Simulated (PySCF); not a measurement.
Isomers C5H6O2:

A. `C(C(OC=C)=O)=C`
B. 2-penten-4-olide
C. `C=C=CCC(=O)O`

Spectrum 1. ¹H NMR (300 MHz, computed): δ 7.49 (m, 1H), 6.20 (d, 1H), 5.12 (m, 1H), 1.40 (d, 3H). ¹³C{¹H} NMR (computed): δ 175.5 (C), 164.9 (CH), 131.2 (CH), 81.7 (CH), 22.6 (CH3).

Spectrum 2. ¹H NMR (300 MHz, computed): δ 6.12 (br s, 1H), 5.72 (m, 1H), 4.97 (m, 2H), 3.21 (m, 2H). ¹³C{¹H} NMR (computed): δ 220.6 (C), 176.3 (C), 89.7 (CH), 79.0 (CH2), 36.1 (CH2).

Spectrum 3. ¹H NMR (300 MHz, computed): δ 8.01 (m, 1H), 7.10 (m, 1H), 6.36 (m, 1H), 6.34 (m, 1H), 5.17 (m, 1H), 4.91 (m, 1H). ¹³C{¹H} NMR (computed): δ 168.2 (C), 149.4 (CH), 143.1 (CH2), 135.8 (CH), 102.4 (CH2).

Computational details: NMR shieldings at PBE0/pcSseg-1/GIAO, geometry: GFN2-xTB, in PySCF 2.14.0 with density-fitted response routines (no relativistic terms, isolated molecule, averaged over atoms made equivalent by symmetry, fast rotation or ring inversion, single conformer).

Shifts are taken against calculated references (same method and geometry level): ¹H (31.72 ppm), ¹³C (186.93 ppm) against TMS. Where no couplings were computed, multiplicities follow the n + 1 count of equivalent neighbours, and m marks all less simple cases (inequivalent or close neighbours, rings, F or P nearby). Acid and N–H amide carbonyl carbons lie up to 10 ppm further downfield in solution (hydrogen bonding). Shifts are as computed. Against solution values, carbons near 30 ppm lie about +3 ppm off and those near 130 ppm about +5 ppm. Of 1211 compounds with measured shifts, 218 miss one by over three times the rms of a fit or turn the order of signals round; such compounds aren't used in these exercises. OH and NH positions are gas-phase values without hydrogen bonding to other molecules.

Question: Which spectrum belongs to which compound?

Answer: 1–B, 2–C, 3–A.

- Spectrum 1 (B): 5 ¹³C signals; δC 175.5 is an ester carbonyl carbon; δC 164.9 is a β carbon of a C=C–C=O unit.
- Spectrum 2 (C): 5 ¹³C signals; δC 220.6 is a central carbon of an allene; δC 176.3 is a carboxylic acid carbon.
- Spectrum 3 (A): 5 ¹³C signals; δC 168.2 is an ester carbonyl carbon; δC 149.4 is an alkene carbon bearing oxygen.
